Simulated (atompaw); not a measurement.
## Before and after: PAW (atompaw) potential for Sb

atompaw 4.2.0.5 input, output lines left out:

```
Sb 51
LDA-PW scalarrelativistic loggrid 1500 logderivrange -5 5 251
5 5 4 0 0 0
5 1 2
0 0 0
c
c
c
c
v
c
c
c
v
c
v
3
2.40 1.85 1.65 2.00
y
0.55
n
y
-0.55
n
y
-2.1
n
y
0.1
y
2.7
n
custom polynom2 7 10 vanderbiltortho besselshape
bessel
2.40
2.40
2.40
2.40
2.40
2.40
2.40
2.40
```

Change: augmentation besselshape compensation charge, radius 1.85 bohr; PAW radius 2.40 bohr; waves and projectors: custom rrkj gramschmidtortho.

Cutoffs: the cutoffs (Ry, on a coarse ladder) from which the occupation-weighted sum of valence levels, in a spherical-Bessel basis at the reference potential, stays within 10 and 1 mRy of its value at 400 Ry; they do not see the model core or the augmentation charge, which bear on the density cutoff.

**Question.** What does the change do?

**Answer.** The potential gets softer (35 Ry and 55 Ry → 18 Ry and 30 Ry); neither file shows a bound ghost.

```tsv
quantity	base	changed
cutoff, loose	35 Ry	18 Ry
cutoff, tight	55 Ry	30 Ry
loose cutoff by channel (10 mRy a level)	s 6 Ry, p 6 Ry, d 18 Ry	s 6 Ry, p 6 Ry, d 12 Ry
bound ghosts	none	none
s: phases at 2.41 bohr within 0.05 rad from the reference energy up to (Ry; the scan ends near 5)	3.1	3.0
p: phases at 2.41 bohr within 0.05 rad from the reference energy up to (Ry; the scan ends near 5)	4.0	3.8
d: phases at 2.41 bohr within 0.05 rad from the reference energy up to (Ry; the scan ends near 5)	0.1	-0.1
f: phases at 2.41 bohr within 0.05 rad from the reference energy up to (Ry; the scan ends near 5)	3.7	4.0
lowest overlap eigenvalue by channel	s 0.56, p 0.94, d 0.96, f 0.97	s 0.38, p 0.56, d 0.04, f 1.00
```

 The cutoffs see the waves, projectors and local potential, not the compensation charge or the core.
